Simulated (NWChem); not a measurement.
**Ionisation of C2H2N3**

```
N
H 1 1.0140
C 1 1.3472 2 129.15
N 3 1.3213 1 109.56 2 180.00
C 4 1.3300 3 101.57 1 0.00
N 5 1.3034 4 118.01 3 0.00
H 3 1.0902 4 126.86 5 180.00
```
Charge 0, spin multiplicity 2.

Everything below was run with NWChem. Structure: optimised with UPBE0/def2-SVP, a minimum by its harmonic frequencies.

Basis set: def2-SVPD. −ε marks an orbital energy of the parent.

B3LYP has NWChem's definition, with VWN1-RPA local correlation. The structure started from a generated list of species. The unpaired electrons of the parent sit in orbitals of symmetry a' (Cs labels of the run); other states weren't searched. No SCF solution was tested for a lower state.

### Question
One of these methods gave a first vertical ionisation energy of 6.96 eV. Which?
A. −ε(beta HOMO) of B3LYP
B. G0W0@PBE
C. −ε(beta HOMO) of PBE
D. −ε(beta HOMO) of M06-2X

### Answer
C, −ε(beta HOMO) of PBE. The others give 7.90 (−ε(beta HOMO) of B3LYP), 9.30 (−ε(beta HOMO) of M06-2X), 9.66 (G0W0@PBE).
